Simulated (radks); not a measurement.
Values are calculated unless marked as measured or tabulated.
Problem. Species: Rb22+. Configuration: [Ne] 3s2 3p3. Level of theory: Dirac Kohn-Sham, PBE, spin-unpolarised, spherical densities, finite nucleus; open shells fill j = l - 1/2 first; Fermi nuclear charge, rms radius 4.2036 fm (a radial shooting solver on a logarithmic mesh with Libxc functionals). Some entries of the table are withheld. Estimate them.

| orbital | occ. | eigenvalue (hartree) | <r^2> (bohr^2) |
|---|---|---|---|
| 1s1/2 | 2 | -587.5591 | (1) |
| 2s1/2 | 2 | (2) | 0.03629 |
| 2p1/2 | 2 | -101.4748 | (3) |
| 2p3/2 | 4 | -99.19446 | (4) |
| 3s1/2 | 2 | -39.04270 | (5) |
| 3p1/2 | 2 | -36.78582 | (6) |
| 3p3/2 | 1 | -36.27934 | (7) |

Solution. 
(1) 1s1/2 <r^2> (bohr^2): 0.002187
(2) 2s1/2 eigenvalue (hartree): -108.0360
(3) 2p1/2 <r^2> (bohr^2): 0.02764
(4) 2p3/2 <r^2> (bohr^2): 0.02897
(5) 3s1/2 <r^2> (bohr^2): 0.2229
(6) 3p1/2 <r^2> (bohr^2): 0.2115
(7) 3p3/2 <r^2> (bohr^2): 0.2174
